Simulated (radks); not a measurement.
Excited configurations of Rh I: one electron is placed in a higher orbital outside [Kr] 4d8. The ground configuration is [Kr] 4d8 5s1. All-electron calculation, scalar-relativistic Kohn-Sham, r2SCAN, spin-polarised, spherical densities, finite nucleus; open shells are filled with parallel spins first (spin-orbit coupling, left out, can overturn this in heavy ions); meta-GGA in the generalised Kohn-Sham scheme; Fermi nuclear charge, rms radius 4.4945 fm. Program: a radial shooting solver on a logarithmic mesh with Libxc functionals. Excitation = E - E(ground); binding = E(ion) - E, where the ion is the core of charge +1; n* = 1/sqrt(2 binding) in atomic units, and the quantum defect is n - n*.

outer orbital,excitation (eV),binding (eV),n*,quantum defect,<r> (bohr)
5p,3.912,3.828,1.885,3.115,4.788
5d,6.231,1.510,3.002,1.998,10.67
6s,5.283,2.458,2.353,3.647,8.695
6d,6.821,0.920,3.846,2.154,20.42
7s,6.505,1.235,3.319,3.681,17.06
7p,6.762,0.978,3.730,3.270,21.47

The Delta-SCF ionisation energy is 7.740 eV (NIST Atomic Spectra Database: 7.459 eV, measured). Self-interaction in the functional shifts the binding energies and quantum defects, so they are the method's values and not measured ones. Open shells are spherical and high-spin; term and fine-structure splittings are not resolved.
